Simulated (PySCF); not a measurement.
# Sb⁺ (antimony, charge +1) across methods

[Kr] 4d10 5s1 5p2 6s1, high-spin 5P determinant (an excited configuration). Computed with PySCF 2.14 in aug-cc-pVTZ-PP with ECP28MDF (6s5p4d2f, 55 functions), with scalar relativity through the core potential.

```json
{"method": "HSE06", "E (hartree)": "-239.3210", "mean ε 5s α (eV)": "-26.837", "mean ε 5p α (eV)": "-16.962", "mean ε 6s α (eV)": "-6.741", "Σ⟨r²⟩ (bohr²)": "65.79", "⟨S²⟩": "6.001"}
{"method": "PBE0", "E (hartree)": "-239.3247", "mean ε 5s α (eV)": "-27.293", "mean ε 5p α (eV)": "-17.399", "mean ε 6s α (eV)": "-7.069", "Σ⟨r²⟩ (bohr²)": "65.78", "⟨S²⟩": "6.001"}
{"method": "PBE", "E (hartree)": "-239.3035", "mean ε 5s α (eV)": "-25.486", "mean ε 5p α (eV)": "-16.117", "mean ε 6s α (eV)": "-6.650", "Σ⟨r²⟩ (bohr²)": "64.79", "⟨S²⟩": "6.001"}
{"method": "UHF", "E (hartree)": "-238.46013", "mean ε 5s α (eV)": "-31.933", "mean ε 5p α (eV)": "-20.637", "mean ε 6s α (eV)": "-7.946", "Σ⟨r²⟩ (bohr²)": "69.40", "⟨S²⟩": "6.003"}
{"method": "wB97M-V", "E (hartree)": "-239.2838", "mean ε 5s α (eV)": "-30.066", "mean ε 5p α (eV)": "-19.737", "mean ε 6s α (eV)": "-8.233", "Σ⟨r²⟩ (bohr²)": "67.20", "⟨S²⟩": "6.001"}
{"method": "PBEsol", "E (hartree)": "-239.0460", "mean ε 5s α (eV)": "-25.555", "mean ε 5p α (eV)": "-16.133", "mean ε 6s α (eV)": "-6.607", "Σ⟨r²⟩ (bohr²)": "64.47", "⟨S²⟩": "6.001"}
```

Question: Estimate the same row for LDA.

Answer: E (hartree) = -238.9135; mean ε 5s α (eV) = -25.884; mean ε 5p α (eV) = -16.316; mean ε 6s α (eV) = -6.779; Σ⟨r²⟩ (bohr²) = 65.54; ⟨S²⟩ = 6.001.

Energies and moments cover only the electrons outside the core potential. The outer electron is Rydberg-like, and this basis confines it to a smaller radius and binds it less than a complete one would.
